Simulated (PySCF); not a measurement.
Species: H5S, net charge 0, doublet state. SMILES: [H][S@OH20]([H])([H])([H])[H]
Geometry: optimised at B3LYP-D3(BJ)/def2-TZVP (Ansatz).

Dispersion corrections to the total energy (kcal/mol) from the dftd3 and dftd4 libraries through PySCF: D3(BJ) without and D4 with the three-body term, each with the damping fitted for the functional named.

```tsv
functional	D3(BJ)	D4
PBE	-1.62	-1.29
BP86	-2.32	-1.60
PW6B95	-0.67	-1.18
B3LYP	(withheld)	-2.08
B2PLYP	-1.20	-0.88
BLYP	-3.40	(withheld)
PBE0	(withheld)	-1.05
```

Q: What belongs in the gaps?

A: 
- B3LYP, D3(BJ): -2.74
- BLYP, D4: -3.04
- PBE0, D3(BJ): -1.31
